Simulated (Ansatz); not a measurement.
## Worked example: the barrier

An elementary step of BSiHCl6, closed shell (SiHCl₃ ([Cl][SiH]([Cl])[Cl]) + BCl₃ ([Cl][B]([Cl])[Cl]) → SiCl₄ ([Cl][Si]([Cl])([Cl])[Cl]) + BHCl₂ ([Cl][BH][Cl]); bonds formed: B1–H6, Cl2–Si5; bonds broken: B1–Cl2, Si5–H6). “Start” is the structure reached by relaxing down from the saddle towards the reactants; PBE0-D4/def2-TZVP structures. The saddle:

B1  (-1.384, -0.175, 0.096)
Cl2  (-0.370, -1.372, 1.162)
Cl3  (-2.108, -0.958, -1.323)
Cl4  (-2.345, 0.967, 1.051)
Si5  (1.132, 0.084, -0.057)
H6  (-0.403, 0.562, -0.390)
Cl7  (1.508, 1.390, 1.429)
Cl8  (2.484, -1.437, -0.084)
Cl9  (1.486, 0.939, -1.885)
(Å)

Computed with Ansatz 0.2.0 (basis: def2-TZVPP and def2-QZVPP); correlated methods freeze the cores.

Energies in eV:

| quantity | saddle | start |
| --- | --- | --- |
| Hartree–Fock, triple zeta (X = 3) | -83579.67108 | -83581.82812 |
| Hartree–Fock, quadruple zeta (X = 4) | -83581.99822 | -83584.16004 |
| MP2 correlation, X = 3 | -37.67666 | -36.73157 |
| MP2 correlation, X = 4 | -41.38792 | -40.40261 |
| CCSD(T) correlation, X = 3 | -41.91263 | -41.09563 |

Question: Work out the barrier at the basis limit: extrapolate Hartree–Fock as E(X) = E∞ + A exp(−7.88 √X) and the MP2 correlation as E(X) = E∞ + B X^−2.97 (the exponents that Neese and Valeev fitted for def2-TZVPP and QZVPP), then add CCSD(T) − MP2 in triple zeta.

Answer: Each step is linear, so take the differences first (saddle − start): Hartree–Fock 2.15704 (X = 3) and 2.16182 (X = 4); MP2 correlation -0.94509 and -0.98531; CCSD(T) correlation -0.81700.
Two points give E∞ = E(4) + w [E(4) − E(3)], with w = 1/(exp(7.88 (2 − √3)) − 1) = 0.1377 for Hartree–Fock and w = 1/((4/3)^2.97 − 1) = 0.7407 for the correlation.
Hartree–Fock: 2.16182 + 0.1377 × 0.00478 = 2.1625 eV.
MP2 correlation: -0.98531 + 0.7407 × (-0.04022) = -1.0151 eV.
CCSD(T) − MP2: -0.81700 − (-0.94509) = 0.1281 eV.
Sum: 2.1625 + (-1.0151) + 0.1281 = 1.2755 eV, or 29.41 kcal/mol. Plain CCSD(T) in triple zeta gives 1.3400 eV, so the larger basis shifts the result by -0.0645 eV.

T1 diagnostic: at most 0.011.

Ligand swaps between two centres remove the fluorinated layer in thermal atomic layer etching, and scramble precursors in the gas phase.

Labels in which every atom is bracketed show which atoms are joined, not bond orders.

For scale, one of the runs: CCSD(T)/def2-TZVPP, 339 basis functions, launched by `ansatz run in.yaml --threads 4 --pin off --events-out ev --progress --plain --max-ram 63488MiB --backend cuda --devices 0, --max-vram 37GiB`. Time: 11 s of wall clock on 4 CPU threads of an AMD EPYC 7R13 and a share of one NVIDIA H100; the host was shared. Peak host memory: 0.88 GiB.
